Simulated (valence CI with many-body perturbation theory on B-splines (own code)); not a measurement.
**E1 line list for Pt⁶⁴⁺**

Level of theory: valence CI with perturbative core correlation (CI+MBPT): four valence electrons over a frozen Dirac-Fock core [Ne], radial functions for each j: 11 s, 11 p, 9 d, 7 f, 5 g, 2 h, 1 i, with the one-electron correlation potential Σ1 (screened to all orders), the two-electron term Σ2, the three-electron term Σ3, Breit, model QED; selected single and double excitations, second order for the rest (own B-spline code, finite nucleus).

No measured spectrum was set against this ion. As an estimate, large intervals hold to a few tenths of a per cent, small ones and those within an open d or f shell to about a per cent.

Lines 201 to 245 of 245 in falling wavelength, among levels below 1545.3 eV, chosen from the strongest by gf and those to the six lowest levels. Wavelengths and rates use the calculated energies. Electric multipoles are in the length gauge, E1 and E2 with the static RPA response of the core. Weak lines are less certain than strong ones. Lines between different terms over intervals too small for the method are left out, as are lines whose strength nearly cancels. The highest levels of a list are the least certain.

Levels are named by their leading jj configuration (3d3/2^4 stands for four electrons in 3d with j = 3/2), which in mixed levels can hold well under half, so a name can repeat and another be missing. Letters in brackets count levels of one name in rising energy.

```
λ vac (Å)                           Upper                   Lower   A (s⁻¹)  log gf  Branch %
    16.07  (3s 3p1/2 3p3/2 3d5/2) J=2 [b]  (3s^2 3p1/2 3d3/2) J=2  5.06e+11   -1.01      22.1
    16.02              (3s^2 3d3/2^2) J=2  (3s 3p1/2^2 3p3/2) J=1  4.79e+09   -3.04       0.1
    15.92  (3s 3p1/2 3p3/2 3d5/2) J=3 [c]  (3s^2 3p1/2 3d3/2) J=2  1.84e+09   -3.31       0.1
    15.80  (3s 3p1/2 3p3/2 3d5/2) J=1 [b]  (3s^2 3p1/2 3d3/2) J=2  1.64e+08   -4.73       0.0
    15.77  (3s 3p1/2 3p3/2 3d5/2) J=1 [a]  (3s 3p1/2^2 3p3/2) J=1  2.94e+11   -1.48      40.4
    15.64  (3s 3p1/2 3p3/2 3d5/2) J=2 [a]  (3s 3p1/2^2 3p3/2) J=2  1.08e+11   -1.70      13.4
    15.62  (3s 3p1/2 3p3/2 3d5/2) J=2 [b]  (3s 3p1/2^2 3p3/2) J=1  8.66e+10   -1.80       3.8
    15.54  (3s 3p1/2 3p3/2 3d5/2) J=1 [c]  (3s^2 3p1/2 3d3/2) J=2  3.65e+09   -3.40       0.3
    15.51  (3s 3p1/2 3p3/2 3d5/2) J=3 [d]  (3s^2 3p1/2 3d3/2) J=2  2.64e+07   -5.18       0.0
    15.50  (3s 3p1/2 3p3/2 3d5/2) J=2 [c]  (3s^2 3p1/2 3d3/2) J=2  6.31e+09   -2.94       0.4
    15.47              (3s^2 3d3/2^2) J=0  (3s 3p1/2^2 3p3/2) J=1  1.31e+11   -2.33       1.2
    15.45              (3s^2 3d3/2^2) J=2  (3s 3p1/2^2 3p3/2) J=2  2.41e+07   -5.36       0.0
    15.44  (3s 3p1/2 3p3/2 3d5/2) J=3 [a]  (3s 3p1/2^2 3p3/2) J=2  9.44e+10   -1.63      16.1
    15.41          (3s^2 3p3/2 3d5/2) J=2  (3s^2 3p1/2 3p3/2) J=2  3.03e+10   -2.27      11.5
    15.36  (3s 3p1/2 3p3/2 3d5/2) J=1 [b]  (3s 3p1/2^2 3p3/2) J=1  4.19e+10   -2.35       3.2
    15.33  (3s 3p1/2 3p3/2 3d5/2) J=2 [d]  (3s^2 3p1/2 3d3/2) J=2  1.62e+09   -3.54       0.0
    15.23  (3s 3p1/2 3p3/2 3d5/2) J=3 [b]  (3s 3p1/2^2 3p3/2) J=2  2.58e+10   -2.20       3.1
    15.22          (3s^2 3p3/2 3d5/2) J=2  (3s^2 3p1/2 3p3/2) J=1  6.87e+08   -3.92       0.3
    15.21  (3s 3p1/2 3p3/2 3d5/2) J=1 [a]  (3s 3p1/2^2 3p3/2) J=2  4.76e+09   -3.30       0.7
    15.12  (3s 3p1/2 3p3/2 3d5/2) J=1 [c]  (3s 3p1/2^2 3p3/2) J=1  4.10e+09   -3.38       0.3
    15.08  (3s 3p1/2 3p3/2 3d5/2) J=2 [c]  (3s 3p1/2^2 3p3/2) J=1  3.55e+10   -2.22       2.0
    15.07  (3s 3p1/2 3p3/2 3d5/2) J=2 [b]  (3s 3p1/2^2 3p3/2) J=2  1.39e+11   -1.63       6.1
    15.05      (3s 3p1/2 3p3/2 3d5/2) J=0  (3s 3p1/2^2 3p3/2) J=1  5.36e+11   -1.74      24.7
    14.97          (3s^2 3p3/2 3d5/2) J=3  (3s^2 3p1/2 3p3/2) J=2  9.55e+08   -3.65       0.1
    14.94  (3s 3p1/2 3p3/2 3d5/2) J=3 [c]  (3s 3p1/2^2 3p3/2) J=2  1.17e+11   -1.56       4.1
    14.92  (3s 3p1/2 3p3/2 3d5/2) J=2 [d]  (3s 3p1/2^2 3p3/2) J=1  4.10e+10   -2.16       0.9
    14.83  (3s 3p1/2 3p3/2 3d5/2) J=1 [b]  (3s 3p1/2^2 3p3/2) J=2  5.65e+10   -2.25       4.4
    14.77          (3s^2 3p3/2 3d5/2) J=1  (3s^2 3p1/2 3p3/2) J=2  5.27e+10   -2.29       9.4
    14.68          (3s^2 3d3/2 3d5/2) J=3  (3s^2 3p1/2 3d3/2) J=2  6.30e+08   -3.85       0.0
    14.61  (3s 3p1/2 3p3/2 3d5/2) J=1 [c]  (3s 3p1/2^2 3p3/2) J=2  1.01e+10   -3.01       0.8
    14.60          (3s^2 3p3/2 3d5/2) J=1  (3s^2 3p1/2 3p3/2) J=1  5.66e+09   -3.27       1.0
    14.58  (3s 3p1/2 3p3/2 3d5/2) J=3 [d]  (3s 3p1/2^2 3p3/2) J=2  7.29e+09   -2.79       0.3
    14.56  (3s 3p1/2 3p3/2 3d5/2) J=2 [c]  (3s 3p1/2^2 3p3/2) J=2  1.36e+10   -2.67       0.8
    14.48          (3s^2 3d3/2 3d5/2) J=2  (3s^2 3p1/2 3d3/2) J=2  1.82e+10   -2.54       0.3
    14.42  (3s 3p1/2 3p3/2 3d5/2) J=2 [d]  (3s 3p1/2^2 3p3/2) J=2  8.18e+10   -1.89       1.8
    14.11          (3s^2 3d3/2 3d5/2) J=2  (3s 3p1/2^2 3p3/2) J=1  1.92e+09   -3.54       0.0
    13.84          (3s^2 3d3/2 3d5/2) J=3  (3s 3p1/2^2 3p3/2) J=2  6.71e+09   -2.87       0.1
    13.66          (3s^2 3d3/2 3d5/2) J=2  (3s 3p1/2^2 3p3/2) J=2  5.52e+07   -5.11       0.0
    11.61       (3p1/2^2 3p3/2 3d3/2) J=2  (3s^2 3p1/2 3p3/2) J=2  7.13e+07   -5.14       0.0
    11.50       (3p1/2^2 3p3/2 3d3/2) J=2  (3s^2 3p1/2 3p3/2) J=1  6.77e+08   -4.17       0.1
    11.35       (3p1/2^2 3p3/2 3d3/2) J=0  (3s^2 3p1/2 3p3/2) J=1  1.62e+08   -5.51       0.0
    11.04      (3s 3p1/2 3p3/2^2) J=1 [a]      (3s^2 3p1/2^2) J=0  8.31e+08   -4.34       0.0
    10.92      (3s 3p1/2 3p3/2^2) J=1 [b]      (3s^2 3p1/2^2) J=0  8.61e+09   -3.34       0.2
    10.49          (3s^2 3p3/2 3d3/2) J=1      (3s^2 3p1/2^2) J=0  1.05e+09   -4.29       0.0
    9.540          (3s^2 3p3/2 3d5/2) J=1      (3s^2 3p1/2^2) J=0  2.93e+09   -3.92       0.5
```

Q: How does gf follow from A for the line at 10.92 Å?

A: gf = 1.4992 × (2J+1)_upper × A / σ², with σ = 9157912 cm⁻¹ and 2J+1 = 3: gf = 0.000462.
